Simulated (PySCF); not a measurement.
**Manganese: a sound run and one with changed settings**

Sound run: Mn⁺ [Ar] 3d5 4s1, Mn²⁺ [Ar] 3d5. Computed with PySCF 2.14 in def2-TZVP (6s4p4d1f, 45 functions), with the non-relativistic Hamiltonian (point nucleus). In the sound run the correlated levels freeze [Ar]. The sound run starts from symmetry-adapted Hartree-Fock orbitals and uses a fine grid where one is needed.

Changed run: scalar relativity by spin-free X2C-1e. This setting is unsound on purpose.

```json
{"species": "Mn⁺", "method": "UHF", "sound run (hartree)": "-1149.62697", "changed run (hartree)": "-1155.88767", "converged": "yes"}
{"species": "Mn⁺", "method": "LDA", "sound run (hartree)": "-1148.32597", "changed run (hartree)": "-1154.58002", "converged": "yes"}
{"species": "Mn⁺", "method": "M06-2X", "sound run (hartree)": "-1150.66306", "changed run (hartree)": "-1156.92014", "converged": "yes"}
{"species": "Mn⁺", "method": "MP2", "sound run (hartree)": "-1149.69370", "changed run (hartree)": "-1155.95524", "converged": "yes"}
{"species": "Mn²⁺", "method": "UHF", "sound run (hartree)": "-1149.08700", "changed run (hartree)": "-1155.34215", "converged": "yes"}
{"species": "Mn²⁺", "method": "LDA", "sound run (hartree)": "-1147.72693", "changed run (hartree)": "-1153.97403", "converged": "yes"}
{"species": "Mn²⁺", "method": "M06-2X", "sound run (hartree)": "-1150.10026", "changed run (hartree)": "-1156.35135", "converged": "yes"}
{"species": "Mn²⁺", "method": "MP2", "sound run (hartree)": "-1149.14145", "changed run (hartree)": "-1155.39702", "converged": "yes"}
```

Ionisation energy of Mn⁺:

| method | sound run (eV) | changed run (eV) |
| --- | --- | --- |
| UHF | 14.693 | 14.844 |
| LDA | 16.301 | 16.490 |
| M06-2X | 15.315 | 15.477 |
| MP2 | 15.028 | 15.190 |
| SCS-MP2 | 14.805 | 14.959 |

Most of the change in total energy is the relativistic energy itself. On top of that the contraction fixes the core shape for the Hamiltonian it was made with, so the changed run is not a good calculation with the other Hamiltonian either.

For comparison, NIST gives 15.640 eV between the lowest levels.
